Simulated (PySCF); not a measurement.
SMILES C#CCCB(O)O, singlet, GFN2-xTB optimised geometry.

```
14

C      2.72    -1.22     0.07
C      1.52    -1.31     0.10
C      0.08    -1.37     0.14
C     -0.54     0.03     0.00
B     -2.14     0.03     0.00
O     -2.88     1.18     0.00
O     -2.81    -1.14    -0.01
H      3.76    -1.17     0.04
H     -0.25    -1.82     1.08
H     -0.28    -2.00    -0.68
H     -0.16     0.66     0.81
H     -0.17     0.48    -0.93
H     -2.39     2.00     0.01
H     -3.76    -1.04    -0.01
```

Density from PBE0/def2-TZVP (PySCF 2.14.0) at that geometry.

Minimum of the electron density along straight lines between bonded atoms, close to the bond critical point (lines longer than 1.1 times the sum of covalent radii, or with two minima, are not listed):

| bond | length / Å | ρ at the minimum / e bohr⁻³ | ∇²ρ there / e bohr⁻⁵ | position (fraction from the first atom) |
|---|---|---|---|---|
| C1–C2 | 1.197 | 0.420 | -1.22 | 0.48 |
| C2–C3 | 1.448 | 0.278 | -0.78 | 0.54 |
| C3–C4 | 1.536 | 0.238 | -0.57 | 0.51 |
| C4–B5 | 1.602 | 0.183 | -0.36 | 0.67 |
| B5–O6 | 1.364 | 0.207 | 0.95 | 0.33 |
| B5–O7 | 1.347 | 0.217 | 1.02 | 0.33 |
| C1–H8 | 1.049 | 0.299 | -1.13 | 0.66 |
| C3–H9 | 1.093 | 0.279 | -0.96 | 0.64 |
| C3–H10 | 1.093 | 0.279 | -0.96 | 0.65 |
| C4–H11 | 1.094 | 0.273 | -0.91 | 0.64 |
| C4–H12 | 1.094 | 0.272 | -0.91 | 0.64 |
| O6–H13 | 0.955 | 0.365 | -2.55 | 0.81 |
| O7–H14 | 0.958 | 0.362 | -2.51 | 0.81 |
